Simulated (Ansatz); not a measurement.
Consider the redistribution: `B[CH2][GeH2][SiH3]` + `CCO[SiH2]Cl` → `[SiH3]CO[SiH2]Cl` + `B[CH2][GeH2][CH3]`.

Computed with Ansatz on PBE0-D4/def2-TZVP structures; ΔE is electronic, products minus reactants. CCSD(T)/CBS is the MP2 limit (def2-TZVPP, def2-QZVPP) plus CCSD(T) − MP2 in def2-TZVPP, frozen cores. Functionals use def2-TZVPP. B3LYP here is the variant with VWN-RPA as its local correlation; programs differ in this. For Ge outer-core shells are correlated without core-valence functions, which leaves a few kJ/mol of doubt a bond. Scalar relativity is left out up to krypton. One conformer a species, not always the lowest.

Is it downhill or uphill in electronic energy at CCSD(T)/CBS, and by how much? (An estimate is asked.)

Ansatz gave: Uphill: ΔE = +0.17 eV.

What do these levels give: PBE-D4, r2SCAN-D4, B3LYP-D4, HF/def2-TZVPP, MP2/def2-TZVPP, SCS-MP2/def2-TZVPP, CCSD(T)/def2-TZVPP, HF/def2-QZVPP, SCS-MP2/def2-QZVPP, HF/CBS(def2), MP2/CBS(def2), CCSD/CBS(def2)? (Estimate.)

Computed: PBE-D4 0.26, r2SCAN-D4 0.22, B3LYP-D4 0.18, HF/def2-TZVPP 0.11, MP2/def2-TZVPP 0.11, SCS-MP2/def2-TZVPP 0.11, CCSD(T)/def2-TZVPP 0.15, HF/def2-QZVPP 0.11, SCS-MP2/def2-QZVPP 0.11, HF/CBS(def2) 0.11, MP2/CBS(def2) 0.13, CCSD/CBS(def2) 0.16 eV.

Largest T1 diagnostic among the species: 0.012.
